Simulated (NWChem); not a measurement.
All runs are NWChem calculations. System: phosphorus nitride (NP), charge 0, spin multiplicity 1, at a geometry optimised with B3LYP/def2-SVP. Level: RHF/def2-TZVP.

Input file:

```
start mol
memory heap 200 mb stack 800 mb global 1000 mb
geometry units angstroms nocenter noautoz
  N      0.000000     0.000000     1.017718
  P      0.000000     0.000000    -0.474935
  symmetry group C2v
end
basis spherical
  * library def2-tzvp
end
scf
  rhf
  nopen 0
  maxiter 100
  thresh 1e-7
  semidirect memsize 60000000 filesize 0
end
task scf energy
```

Part of the output:

```
             Northwest Computational Chemistry Package (NWChem) 7.3.0
             --------------------------------------------------------

                                NWChem Input Module
                                -------------------

 Scaling coordinates for geometry "geometry" by  1.889725989
 (inverse scale =  0.529177249)

 Turning off AUTOSYM since
 SYMMETRY directive was detected!

                             Geometry "geometry" -> ""
                             -------------------------

 Output coordinates in angstroms (scale by  1.889725989 to convert to a.u.)

  No.       Tag          Charge          X              Y              Z
 ---- ---------------- ---------- -------------- -------------- --------------
    1 N                    7.0000     0.00000000     0.00000000     1.01771800
    2 P                   15.0000     0.00000000     0.00000000    -0.47493500

 Effective nuclear repulsion energy (a.u.)      37.2247341780

            Nuclear Dipole moment (a.u.)
            ----------------------------
        X                 Y               Z
 ---------------- ---------------- ----------------
     0.0000000000     0.0000000000     0.0000018897

      Symmetry information
      --------------------

 Group name             C2v
 Group number             16
 Group order               4
 No. of unique centers     2

      Symmetry unique atoms

     1    2


 Summary of "ao basis" -> "" (spherical)
 ------------------------------------------------------------------------------
       Tag                 Description            Shells   Functions and Types
 ---------------- ------------------------------  ------  ---------------------
 *                         def2-tzvp                  on all atoms

 Summary of "ao basis" -> "ao basis" (spherical)
 ------------------------------------------------------------------------------
       Tag                 Description            Shells   Functions and Types
 ---------------- ------------------------------  ------  ---------------------
 N                         def2-tzvp                11       31   5s3p2d1f
[...]
              MO Center= -9.2D-32, -1.0D-17,  4.1D-01, r^2= 1.5D+00
   Bfn.  Coefficient  Atom+Function         Bfn.  Coefficient  Atom+Function
  ----- ------------  ---------------      ----- ------------  ---------------
    47      0.325056  2 P  py                 7      0.296533  1 N  py
    10      0.282409  1 N  py                50      0.181123  2 P  py
    13      0.177134  1 N  py

 Vector   11  Occ=2.000000D+00  E=-4.416859D-01  Symmetry=b1
              MO Center= -2.0D-17,  9.7D-32,  4.1D-01, r^2= 1.5D+00
   Bfn.  Coefficient  Atom+Function         Bfn.  Coefficient  Atom+Function
  ----- ------------  ---------------      ----- ------------  ---------------
    46      0.325056  2 P  px                 6      0.296533  1 N  px
     9      0.282409  1 N  px                49      0.181123  2 P  px
    12      0.177134  1 N  px

 Vector   12  Occ=0.000000D+00  E= 4.461580D-02  Symmetry=b1
              MO Center=  3.1D-16, -1.0D-30, -2.6D-01, r^2= 2.9D+00
   Bfn.  Coefficient  Atom+Function         Bfn.  Coefficient  Atom+Function
  ----- ------------  ---------------      ----- ------------  ---------------
    49      0.698275  2 P  px                12     -0.451768  1 N  px
     6     -0.262086  1 N  px                46      0.259988  2 P  px
     9     -0.205364  1 N  px

 Vector   13  Occ=0.000000D+00  E= 4.461580D-02  Symmetry=b2
              MO Center= -9.3D-31,  1.7D-16, -2.6D-01, r^2= 2.9D+00
   Bfn.  Coefficient  Atom+Function         Bfn.  Coefficient  Atom+Function
  ----- ------------  ---------------      ----- ------------  ---------------
    50      0.698275  2 P  py                13     -0.451768  1 N  py
     7     -0.262086  1 N  py                47      0.259988  2 P  py
    10     -0.205364  1 N  py

 Vector   14  Occ=0.000000D+00  E= 1.516271D-01  Symmetry=a1
              MO Center= -1.7D-17, -7.3D-18, -9.9D-01, r^2= 4.6D+00
   Bfn.  Coefficient  Atom+Function         Bfn.  Coefficient  Atom+Function
  ----- ------------  ---------------      ----- ------------  ---------------
     5      2.976336  1 N  s                 36     -2.788160  2 P  s
    51     -2.250826  2 P  pz                14     -1.138360  1 N  pz
    48     -0.438334  2 P  pz                11     -0.250142  1 N  pz
    59     -0.239348  2 P  d  0

 center of mass
 --------------
 x =   0.00000000 y =   0.00000000 z =  -0.01929969

 moments of inertia (a.u.)
 ------------------
          76.726207819633           0.000000000000           0.000000000000
           0.000000000000          76.726207819633           0.000000000000
           0.000000000000           0.000000000000           0.000000000000

  Mulliken analysis of the total density
  --------------------------------------

    Atom       Charge   Shell Charges
 -----------   ------   -------------------------------------------------------
    1 N    7     7.35   0.82  1.15  0.61  0.90  0.30  1.28  1.51  0.73  0.01  0.04  0.00
    2 P   15    14.65   2.01  0.54  1.43  1.06  0.81  4.17  1.70  0.67  1.48  0.59  0.09  0.10  0.02

       Multipole analysis of the density wrt the origin
       ------------------------------------------------

     L   x y z        total         open         nuclear
     -   - - -        -----         ----         -------
     0   0 0 0     -0.000000      0.000000     22.000000

     1   1 0 0     -0.000000      0.000000      0.000000
     1   0 1 0      0.000000      0.000000      0.000000
     1   0 0 1     -1.276436      0.000000      0.000002

     2   2 0 0    -13.181075      0.000000      0.000000
     2   1 1 0     -0.000000      0.000000      0.000000
     2   1 0 1      0.000000      0.000000      0.000000
     2   0 2 0    -13.181075      0.000000      0.000000
     2   0 1 1      0.000000      0.000000      0.000000
     2   0 0 2    -15.017794      0.000000     37.973621

 Task  times  cpu:        1.0s     wall:        1.0s

 Total times  cpu:        1.0s     wall:        1.0s
```
